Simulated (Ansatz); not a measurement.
`SCCCCc1ccc(/N=N/c2ccccc2)cc1`. The state is a singlet with charge 0. Geometry PBE-D4/def2-SVP.

```
atom   x (Å)   y (Å)   z (Å)
  S1  -5.616   2.620   0.463
  C2  -4.379   3.178  -0.773
  C3  -2.940   3.209  -0.260
  C4  -1.935   3.619  -1.342
  C5  -0.473   3.673  -0.850
  C6   0.068   2.327  -0.429
  C7   0.110   1.943   0.927
  C8   0.569   0.675   1.300
  C9   1.001  -0.243   0.320
 N10   1.449  -1.493   0.796
 N11   1.867  -2.289  -0.098
 C12   2.306  -3.544   0.379
 C13   2.816  -4.428  -0.597
 C14   3.277  -5.697  -0.226
 C15   3.229  -6.092   1.122
 C16   2.719  -5.213   2.098
 C17   2.259  -3.945   1.736
 C18   0.964   0.131  -1.045
 C19   0.503   1.396  -1.404
 H20  -5.438   3.659   1.328
 H21  -4.685   4.164  -1.182
 H22  -4.480   2.447  -1.603
 H23  -2.680   2.211   0.151
 H24  -2.871   3.918   0.596
 H25  -2.003   2.910  -2.198
 H26  -2.210   4.617  -1.748
 H27   0.160   4.084  -1.664
 H28  -0.401   4.386  -0.001
 H29  -0.221   2.654   1.699
 H30   0.609   0.359   2.353
 H31   2.835  -4.083  -1.642
 H32   3.675  -6.384  -0.989
 H33   3.589  -7.090   1.416
 H34   2.681  -5.529   3.153
 H35   1.855  -3.235   2.472
 H36   1.311  -0.598  -1.791
 H37   0.479   1.685  -2.467
```

Single mean-field runs in def2-TZVP are fitted with def2-universal-jkfit. The restricted singlet is unstable towards broken spin symmetry in Hartree–Fock (as tested in another run); at HF/STO-3G this wasn't settled.

Q: Estimate the orbital energies around the gap (eV) in Ansatz with HF/STO-3G, PBE-D4/def2-SVP, PBE0-D4/def2-SVP, PBE0-D4/def2-TZVP, ωB97X-V/def2-TZVP.

A: 
```json
{"orbital": "HOMO−13", "HF/STO-3G": "-12.21", "PBE-D4/def2-SVP": "-8.75", "PBE0-D4/def2-SVP": "-10.29", "PBE0-D4/def2-TZVP": "-10.30", "ωB97X-V/def2-TZVP": "-12.79"}
{"orbital": "HOMO−12", "HF/STO-3G": "-12.07", "PBE-D4/def2-SVP": "-8.50", "PBE0-D4/def2-SVP": "-10.10", "PBE0-D4/def2-TZVP": "-10.11", "ωB97X-V/def2-TZVP": "-12.60"}
{"orbital": "HOMO−11", "HF/STO-3G": "-11.74", "PBE-D4/def2-SVP": "-8.41", "PBE0-D4/def2-SVP": "-9.80", "PBE0-D4/def2-TZVP": "-9.83", "ωB97X-V/def2-TZVP": "-12.39"}
{"orbital": "HOMO−10", "HF/STO-3G": "-11.55", "PBE-D4/def2-SVP": "-8.21", "PBE0-D4/def2-SVP": "-9.75", "PBE0-D4/def2-TZVP": "-9.76", "ωB97X-V/def2-TZVP": "-12.22"}
{"orbital": "HOMO−9", "HF/STO-3G": "-11.42", "PBE-D4/def2-SVP": "-8.19", "PBE0-D4/def2-SVP": "-9.69", "PBE0-D4/def2-TZVP": "-9.70", "ωB97X-V/def2-TZVP": "-12.14"}
{"orbital": "HOMO−8", "HF/STO-3G": "-11.37", "PBE-D4/def2-SVP": "-8.04", "PBE0-D4/def2-SVP": "-9.52", "PBE0-D4/def2-TZVP": "-9.54", "ωB97X-V/def2-TZVP": "-11.97"}
{"orbital": "HOMO−7", "HF/STO-3G": "-11.04", "PBE-D4/def2-SVP": "-7.91", "PBE0-D4/def2-SVP": "-9.34", "PBE0-D4/def2-TZVP": "-9.38", "ωB97X-V/def2-TZVP": "-11.83"}
{"orbital": "HOMO−6", "HF/STO-3G": "-9.54", "PBE-D4/def2-SVP": "-7.61", "PBE0-D4/def2-SVP": "-8.93", "PBE0-D4/def2-TZVP": "-8.99", "ωB97X-V/def2-TZVP": "-11.35"}
{"orbital": "HOMO−5", "HF/STO-3G": "-8.03", "PBE-D4/def2-SVP": "-6.76", "PBE0-D4/def2-SVP": "-7.80", "PBE0-D4/def2-TZVP": "-7.81", "ωB97X-V/def2-TZVP": "-9.96"}
{"orbital": "HOMO−4", "HF/STO-3G": "-7.91", "PBE-D4/def2-SVP": "-6.42", "PBE0-D4/def2-SVP": "-7.45", "PBE0-D4/def2-TZVP": "-7.47", "ωB97X-V/def2-TZVP": "-9.64"}
{"orbital": "HOMO−3", "HF/STO-3G": "-7.72", "PBE-D4/def2-SVP": "-6.39", "PBE0-D4/def2-SVP": "-7.43", "PBE0-D4/def2-TZVP": "-7.43", "ωB97X-V/def2-TZVP": "-9.60"}
{"orbital": "HOMO−2", "HF/STO-3G": "-7.71", "PBE-D4/def2-SVP": "-5.63", "PBE0-D4/def2-SVP": "-6.62", "PBE0-D4/def2-TZVP": "-6.77", "ωB97X-V/def2-TZVP": "-9.30"}
{"orbital": "HOMO−1", "HF/STO-3G": "-7.00", "PBE-D4/def2-SVP": "-5.31", "PBE0-D4/def2-SVP": "-6.57", "PBE0-D4/def2-TZVP": "-6.71", "ωB97X-V/def2-TZVP": "-9.18"}
{"orbital": "HOMO", "HF/STO-3G": "-6.25", "PBE-D4/def2-SVP": "-4.88", "PBE0-D4/def2-SVP": "-6.48", "PBE0-D4/def2-TZVP": "-6.50", "ωB97X-V/def2-TZVP": "-8.46"}
{"orbital": "LUMO", "HF/STO-3G": "4.45", "PBE-D4/def2-SVP": "-3.09", "PBE0-D4/def2-SVP": "-2.35", "PBE0-D4/def2-TZVP": "-2.43", "ωB97X-V/def2-TZVP": "-0.49"}
{"orbital": "LUMO+1", "HF/STO-3G": "7.20", "PBE-D4/def2-SVP": "-1.26", "PBE0-D4/def2-SVP": "-0.35", "PBE0-D4/def2-TZVP": "-0.48", "ωB97X-V/def2-TZVP": "1.62"}
{"orbital": "LUMO+2", "HF/STO-3G": "7.24", "PBE-D4/def2-SVP": "-1.19", "PBE0-D4/def2-SVP": "-0.27", "PBE0-D4/def2-TZVP": "-0.39", "ωB97X-V/def2-TZVP": "1.72"}
{"orbital": "LUMO+3", "HF/STO-3G": "7.34", "PBE-D4/def2-SVP": "-0.88", "PBE0-D4/def2-SVP": "0.05", "PBE0-D4/def2-TZVP": "-0.07", "ωB97X-V/def2-TZVP": "2.03"}
{"orbital": "LUMO+4", "HF/STO-3G": "9.46", "PBE-D4/def2-SVP": "-0.07", "PBE0-D4/def2-SVP": "0.93", "PBE0-D4/def2-TZVP": "0.40", "ωB97X-V/def2-TZVP": "2.43"}
{"orbital": "LUMO+5", "HF/STO-3G": "11.85", "PBE-D4/def2-SVP": "0.04", "PBE0-D4/def2-SVP": "1.14", "PBE0-D4/def2-TZVP": "0.93", "ωB97X-V/def2-TZVP": "3.00"}
```
